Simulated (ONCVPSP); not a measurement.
## Which change was made? (B, ONCV)

```
Element                 : B (Z = 5)
Generator               : ONCVPSP 4.0.1
Type                    : optimised norm-conserving Vanderbilt (ONCV)
Functional              : PBE
Relativity              : scalar-relativistic
Frozen core             : [He]
Valence charge          : 3
Reference configuration : 2s1 (charge +2)
Partial waves           : 2s: rc 1.20 bohr, ncon 5, nbas 9, qcut 6.9 1/bohr, 2 projectors, debl 0.4 Ha; p scattering state at 0.29 Ha: rc 1.00 bohr, ncon 5, nbas 9, qcut 6.6 1/bohr, 2 projectors, debl 0.4 Ha; d scattering state at 0.23 Ha: rc 1.20 bohr, ncon 4, nbas 9, qcut 8.3 1/bohr, 2 projectors, debl 3.2 Ha
Local potential         : polynomial inside 0.95 bohr (lpopt 5, dvloc0 3 Ha)
Core correction         : Teter function, fcfact 2.25, rcfact 1.6
```

In the s channel the program set the typed energies aside and used -1.157, 0.250 Ha. In the p channel the program set the typed energies aside and used 0.050, 0.450 Ha.

Cutoffs, loose and tight: the cutoffs (Ha) at which the residual kinetic energy of the hardest occupied pseudo-wave falls to 1 and 0.1 mHa per electron. They do not see the model core or the augmentation charge, which bear on the density cutoff. Test errors are all-electron minus pseudo excitation energies from the reference, over the configurations 2s2 2p1; 2s2; 2s2 2p0.5; 2s1 2p2; variants that change the core or the reference have their own tests.

The base gives: outcome: generated, projector energies reset by the program; cutoff, loose: 13 Ha; cutoff, tight: 18 Ha; bound ghosts: none; GHOST(+) flags above zero: p; largest test error (meV): +84.

(1) After one change the result is: outcome: generated, projector energies reset by the program; cutoff, loose: 13 Ha; cutoff, tight: 18 Ha; bound ghosts: none; GHOST(+) flags above zero: p; largest test error (meV): +114. Which change was it?
A. core correction Teter function, fcfact 2.25, rcfact 1.98
B. core correction Teter function, fcfact 2.25, rcfact 1.38
C. core correction Teter function, fcfact 2.25, rcfact 0.96
D. core correction Teter function, fcfact 2.25, rcfact 1.8

Answers

(1) B. The others give: core correction Teter function, fcfact 2.25, rcfact 1.98 → outcome: generated, projector energies reset by the program; cutoff, loose: 13 Ha; cutoff, tight: 18 Ha; bound ghosts: none; GHOST(+) flags above zero: p; largest test error (meV): -37 | core correction Teter function, fcfact 2.25, rcfact 0.96 → outcome: generated, projector energies reset by the program; cutoff, loose: 13 Ha; cutoff, tight: 18 Ha; bound ghosts: none; GHOST(+) flags above zero: p; largest test error (meV): +202 | core correction Teter function, fcfact 2.25, rcfact 1.8 → outcome: generated, projector energies reset by the program; cutoff, loose: 13 Ha; cutoff, tight: 18 Ha; bound ghosts: none; GHOST(+) flags above zero: p; largest test error (meV): +51.
